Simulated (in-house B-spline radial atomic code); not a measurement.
Radial electron density of Ir IV (Ir3+), [Xe] 4f14 5d6. All numbers are computed (scalar-relativistic (X2C) TPSSh, spin-polarised, spherical fractional occupations, exact exchange averaged over the configuration; Fermi nucleus of rms radius 5.4032 fm) with a radial B-spline atomic code at the basis-set limit, not measured.

One-electron X2C: radii and densities carry no picture-change correction, so inner-shell <1/r> comes out high (for 1s by about 2 % at Z = 33, 5 % at 54, 10 % at 75, 30 % at 118) and <r> low.

Columns: r (bohr), 4πr²n(r) (electrons per bohr), bar.

```
0.000321    3.287 #
0.000397    4.409 #
 0.00049    5.874 ##
0.000606    7.817 ##
0.000748    10.33 ###
0.000925    13.62 ####
 0.00114    17.77 #####
 0.00141    23.13 #######
 0.00175    29.95 #########
 0.00216    38.08 ############
 0.00267    47.84 ###############
 0.00329    58.89 ##################
 0.00407    71.22 ######################
 0.00503    83.81 ##########################
 0.00621    95.44 #############################
 0.00768    104.6 ################################
 0.00949    109.6 ##################################
  0.0117    109.4 ##################################
  0.0145    104.2 ################################
  0.0179    97.18 ##############################
  0.0221    93.25 #############################
  0.0273    97.86 ##############################
  0.0338    112.9 ###################################
  0.0418    132.2 #########################################
  0.0516    143.2 ############################################
  0.0638    136.7 ##########################################
  0.0788      119 #####################################
  0.0974    110.1 ##################################
    0.12    120.6 #####################################
   0.149    132.3 #########################################
   0.184    116.9 ####################################
   0.227    84.16 ##########################
   0.281    70.12 ######################
   0.347    80.38 #########################
   0.428    81.88 #########################
   0.529    60.56 ###################
   0.654    36.05 ###########
   0.809    23.53 #######
   0.999    18.46 ######
    1.23    13.52 ####
    1.53    7.851 ##
    1.89    3.736 #
    2.33    1.438 
    2.88   0.4157 
    3.56   0.0837 
     4.4  0.01012 
    5.43 0.0006491
```

On this grid the curve has 4 maxima, near 0.00949, 0.0516, 0.149, 0.428 bohr.

The 5p up radial function P(r) = rR(r), positive near the nucleus:

```
r (bohr)          P
0.000606   0.001433
0.000925    0.00263
 0.00141   0.004904
 0.00216   0.009342
 0.00329    0.01776
 0.00503     0.0338
 0.00768    0.06291
  0.0117     0.1118
  0.0179     0.1841
  0.0273     0.2608
  0.0418     0.2761
  0.0638      0.118
  0.0974     -0.221
   0.149    -0.3849
   0.227    0.06977
   0.347      0.582
   0.529    0.03439
   0.809    -0.9454
    1.23    -0.9867
    1.89    -0.3871
    2.88   -0.05588
     4.4  -0.002037
```
